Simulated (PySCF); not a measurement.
Potential energy curve for CH₄Se, SMILES [SeH]C. The C1–Se5 bond (C1 also carries H, H, H; Se5 carries H) is varied alone, starting from the PBE0/def2-TZVP optimised geometry.

UHF/cc-pVDZ (PySCF); RHF/cc-pVDZ (PySCF); UKS-PBE0 = PySCF 2.14.0 with unrestricted PBE0/cc-pVDZ; RKS-PBE0 = PySCF 2.14.0 with restricted PBE0/cc-pVDZ; UKS-CAM-B3LYP = PySCF with unrestricted CAM-B3LYP/cc-pVDZ; RKS-CAM-B3LYP = PySCF 2.14.0 with restricted CAM-B3LYP/cc-pVDZ.

Scanned distances (Å): 1.56, 1.66, 1.73, 1.81, 1.88, 1.95, 1.98, 2.06, 2.17, 2.24, 2.45, 2.61, 2.88, 3.21, 3.52, 3.92, 4.33, 4.76, 5.33, 5.85, 6.86.

Question: Where does the unrestricted solution first break spin symmetry (<S²> of 0.01 or more)?

Answer: UHF: between 2.24 and 2.45 Å; UKS-PBE0: between 2.61 and 2.88 Å; UKS-CAM-B3LYP: between 2.61 and 2.88 Å.

```tsv
R / Å	<S²> UHF	E(RHF) − E(UHF) / kcal/mol	<S²> UKS-PBE0	E(RKS-PBE0) − E(UKS-PBE0) / kcal/mol	<S²> UKS-CAM-B3LYP	E(RKS-CAM-B3LYP) − E(UKS-CAM-B3LYP) / kcal/mol
1.56	0.00	0.0	0.00	0.0	0.00	0.0
1.66	0.00	0.0	0.00	0.0	0.00	0.0
1.73	0.00	0.0	0.00	0.0	0.00	0.0
1.81	0.00	0.0	0.00	0.0	0.00	0.0
1.88	0.00	0.0	0.00	0.0	0.00	0.0
1.95	0.00	0.0	0.00	0.0	0.00	0.0
1.98	0.00	0.0	0.00	0.0	0.00	0.0
2.06	0.00	0.0	0.00	0.0	0.00	0.0
2.17	0.00	0.0	0.00	0.0	0.00	0.0
2.24	0.00	0.0	0.00	0.0	0.00	0.0
2.45	0.27	1.4	0.00	0.0	0.00	0.0
2.61	0.55	7.7	0.00	0.0	0.00	0.0
2.88	0.80	23.2	0.28	0.9	0.40	2.4
3.21	0.93	43.1	0.70	8.5	0.75	12.4
3.52	0.98	59.7	0.87	17.3	0.89	23.1
3.92	1.00	77.5	0.96	27.2	0.97	35.2
4.33	1.01	91.6	0.99	34.7	0.99	45.0
4.76	1.01	102.4	1.00	40.2	1.00	52.5
5.33	1.02	112.0	1.01	44.5	1.00	59.0
5.85	1.02	117.4	1.01	46.8	1.00	62.7
6.86	1.02	123.5	1.01	48.8	1.00	66.7
```
